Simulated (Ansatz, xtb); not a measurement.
# C5H3ClOS: which of two isomers lies lower

Structure X: `O=C(Cl)c1cccs1`, a singlet. Structure Y: `O=C(Cl)c1ccsc1`, a singlet. Both are isolated molecules in the gas phase, relaxed with r2SCAN-D4/def2-SVP; the shapes shown needn't be the lowest conformers.

X (Å):

| atom | x (Å) | y (Å) | z (Å) |
| --- | --- | --- | --- |
| C | -2.0592 | -0.7036 | -0.3763 |
| C | -0.6409 | -0.7833 | -0.0649 |
| C | 0.0526 | -0.5054 | 1.1045 |
| C | 1.4432 | -0.7202 | 0.9710 |
| C | 1.7884 | -1.1573 | -0.2944 |
| Cl | -3.0498 | -0.1402 | 1.0345 |
| O | -2.5797 | -0.9638 | -1.4185 |
| S | 0.4335 | -1.3110 | -1.3296 |
| H | -0.4477 | -0.1610 | 2.0104 |
| H | 2.1697 | -0.5618 | 1.7700 |
| H | 2.7852 | -1.3976 | -0.6673 |

Y (Å):

```xyz
11

C    -1.7119   -0.8116   -0.4126
C    -0.3597   -0.8842    0.1496
C     0.5290    0.2388    0.0790
C     1.7413   -0.0244    0.6575
C     0.2106   -1.9754    0.7854
Cl   -2.6667   -2.3442   -0.2131
O    -2.1973    0.1298   -0.9591
S     1.8070   -1.6346    1.2888
H     0.2538    1.1866   -0.3862
H     2.6057    0.6332    0.7522
H    -0.2467   -2.9467    0.9696
```

Task: Estimate which is lower in electronic energy at CCSD(T)/def2-SVP + ΔMP2/def2-TZVPP, and by roughly how much.

Result: Too close to call at this level: CCSD(T)/def2-SVP + ΔMP2/def2-TZVPP gives E(Y) − E(X) = −0.43 kcal/mol.

The same difference at several levels:

| level | geometry | E(Y) − E(X) (kcal/mol) | departure from the last row (kcal/mol) | job, with rough time for the two |
| --- | --- | --- | --- | --- |
| GFN2-xTB | GFN2-xTB | 0.00 | +0.43 | optimisation, 0.18 s |
| HF/STO-3G | GFN2-xTB | −1.83 | −1.39 | single point, 0.44 s |
| r2SCAN-D4/def2-SVP//GFN2-xTB | GFN2-xTB | +0.63 | +1.06 | single point, 3.5 s |
| r2SCAN-D4/def2-SVP | r2SCAN-D4/def2-SVP | +0.52 | +0.95 | optimisation, 28 s |
| HF/def2-SVP | r2SCAN-D4/def2-SVP | −1.15 | −0.72 | part of the CCSD(T) run |
| MP2/def2-SVP | r2SCAN-D4/def2-SVP | −0.08 | +0.36 | part of the CCSD(T) run |
| CCSD(T)/def2-SVP | r2SCAN-D4/def2-SVP | −0.55 | −0.12 | single point |
| CCSD(T)/def2-SVP + ΔMP2/def2-TZVPP | r2SCAN-D4/def2-SVP | −0.43 |  | single point, 59 s |

As drawn, both hold the same kinds of bond in the same numbers.

The largest departure from CCSD(T)/def2-SVP + ΔMP2/def2-TZVPP is that of HF/STO-3G, 1.39 kcal/mol. The last row adds to CCSD(T) the change of the MP2 difference between the two basis sets, here +0.12 kcal/mol.

With thermal terms from frequencies at re-optimised GFN2-xTB minima (ideal gas, soft modes damped towards free rotors, one conformer each, 298.15 K, 1 atm): on the last row, ΔE + ΔZPE = −0.44, ΔH = −0.46, ΔG = −0.44 kcal/mol.

The correlated steps freeze 16 core orbitals. Codes used: Ansatz 0.2.0, xtb 6.7.1; the last row on 4 threads of Arm Neoverse V1 on a shared host.
